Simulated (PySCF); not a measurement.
## Dipole response of Re (rhenium, neutral)

[Xe] 4f14 5d5 6s2, high-spin 6S determinant. Computed with PySCF 2.14 in aug-cc-pwCVDZ-PP with ECP60MDF (6s6p5d3f, 70 functions), with scalar relativity through the core potential. Coupled (time-dependent) response in atomic units; α is the mean over directions. A double-zeta set is small for polarisabilities.

```json
{"method": "r2SCANh", "mean α (bohr³)": "70.32", "C₆ (like pair)": "839.3", "S(−4)": "2371"}
```

S(−4) is the Cauchy moment in α(ω) = α(0) + S(−4) ω² + …

Reference α: 62 ± 3 bohr³ (recommended; Schwerdtfeger and Nagle, table of static dipole polarizabilities (2023 update)). Published C₆: 663.0 (Gould and Bucko (2016)).

α(iu) at r2SCANh:

```csv
u (hartree),α(iu) (bohr³)
0,70.32
0.0500,65.15
0.100,54.89
0.200,36.98
0.300,25.92
0.500,15.19
0.750,9.573
1.00,6.753
1.50,3.964
2.00,2.627
3.00,1.398
5.00,0.5808
```

A single London oscillator, α(iu) = α/(1 + u²/ω²), gives C₆ = (3/4) ω α². Matching the computed C₆ needs ω = 4 × 839.3 / (3 × 70.32²) = 0.226 hartree.

Energies and moments cover only the electrons outside the core potential. Spin-orbit coupling, which splits the p, d and f shells strongly at this Z, is absent.
